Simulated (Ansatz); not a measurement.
Geometry optimisation, RKS PBE0-D4/cc-pVDZ in Ansatz 0.2.0.

Input:

```yaml
crystal:
  periodic: [false, false, false]
  atoms:
    - { symbol: Al, position_ang: [0.0, 0.0, 0.0] }
    - { symbol: Cl, position_ang: [0.0, 0.0, 2.23] }
    - { symbol: Cl, position_ang: [1.9312, 0.0, -1.115] }
    - { symbol: Cl, position_ang: [-1.9312, 0.0, -1.115] }
basis:
  gaussian: { orbitals: cc-pVDZ }
hamiltonian:
  xc: pbe0
  dispersion: d4
relax:
  f_tol: 0.02
  max_steps: 40
output:
  orbitals: {}
```

Run as:

```bash
$ ansatz run input.yaml --threads 1 --pin off --max-ram 2048MiB --backend cpu --events-out ev --progress --plain --runs-dir out
```

Problem. Where does it end, and by what steps?

Solution. It converged. After 3 steps the energy has fallen by 0.410 eV; Cl2 moved furthest, 0.13 Å.

```tsv
step	energy less start (eV)	largest force component (eV/Å)	accepted
0	0.0000	1.862	yes
1	-0.3989	0.357	yes
2	-0.4094	0.082	yes
3	-0.4099	0.004	yes
```

```xyz
4
Properties=species:S:1:pos:R:3
Al 0.000 0.000 0.000
Cl 0.000 0.000 2.097
Cl 1.816 0.000 -1.048
Cl -1.816 0.000 -1.048
```

Time of the run: 16 s on 1 thread of Arm Neoverse V1, with other jobs on the host, peak memory 0.16 GiB.
